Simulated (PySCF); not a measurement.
**Broadened absorption spectrum of C4H7BO3**

Species: C4H7BO3.
SMILES: `O=CC1COBOC1`

Computed with PySCF, TDDFT CAM-B3LYP/def2-SVPD, vertical, gas phase, core orbitals frozen in the response. One conformer (not necessarily the lowest) at the PBE0-D3(BJ)/def2-SVP geometry, without solvent, vibrations or thermal averaging.

Computed states:

```tsv
state	E (eV)	f
S1	4.15	0.0001
S2	7.16	0.035
S3	7.28	0.049
S4	7.63	0.0038
S5	7.67	0.037
S6	8.00	0.014
S7	8.08	0.022
S8	8.16	0.0019
S9	8.27	0.014
S10	8.37	0.017
```

Each state is given a Gaussian of 0.3 eV full width at half maximum, with ε(max) = 2.175×10⁸ f / Δν̃ (Δν̃ the width in cm⁻¹). The width is an assumption, not a result. The curve ends short of the highest state used, and states not computed would add to its high-energy end.

Problem. Give the broadened spectrum and its maxima.

Solution. 
```csv
E (eV),ε (L mol⁻¹ cm⁻¹)
3.70,0
3.77,0
3.85,0
3.92,1
4.00,2
4.07,4
4.14,4
4.22,4
4.29,2
4.37,1
4.44,0
4.51,0
4.59,0
4.66,0
4.74,0
4.81,0
4.88,0
4.96,0
5.03,0
5.11,0
5.18,0
5.26,0
5.33,0
5.40,0
5.48,0
5.55,0
5.63,0
5.70,0
5.77,0
5.85,0
5.92,0
6.00,0
6.07,0
6.14,0
6.22,0
6.29,0
6.37,0
6.44,0
6.51,0
6.59,0
6.66,2
6.74,16
6.81,83
6.88,331
6.96,1142
7.03,2548
7.11,4714
7.18,6291
7.26,6630
7.33,5480
7.40,3824
7.48,2752
7.55,2971
7.63,3647
7.70,3612
7.77,2916
```

Maxima: 171 nm (7.24 eV), ε about 6700, made up of S2 (38%) and S3 (62%); 162 nm (7.66 eV), ε about 3700, made up of S5 (89%) (ε in L mol⁻¹ cm⁻¹; maxima over ε = 5, shares over 10%).

Problem. Coming from long wavelengths, where does ε first pass 100 L mol⁻¹ cm⁻¹?

Solution. At about 182 nm (6.82 eV), 2.67 eV above S1.

Problem. What would ε be at 7.24 eV, the highest of these maxima, with half the width (0.15 eV)?

Solution. About 9730 L mol⁻¹ cm⁻¹ against 6730, a factor of about 1.4; a lone state at its own centre would give exactly 2.

Problem. On this curve, what absorbance would a 10⁻⁵ mol/L sample give at 308 nm over a 1 cm path?

Solution. 308 nm is 4.025 eV, where ε is about 2.8 L mol⁻¹ cm⁻¹, so A = ε c l ≈ 2.8e-05 (Beer–Lambert, with the gas-phase spectrum and the assumed width).

All these states lie below the vertical ionisation energy of 10.43 eV (ΔSCF).

Hardware: one thread of an Intel Xeon at 2.50 GHz (shared host). Cost: 15 min of wall time (with the writing of density and orbital grids), 1.1 GiB resident at most.
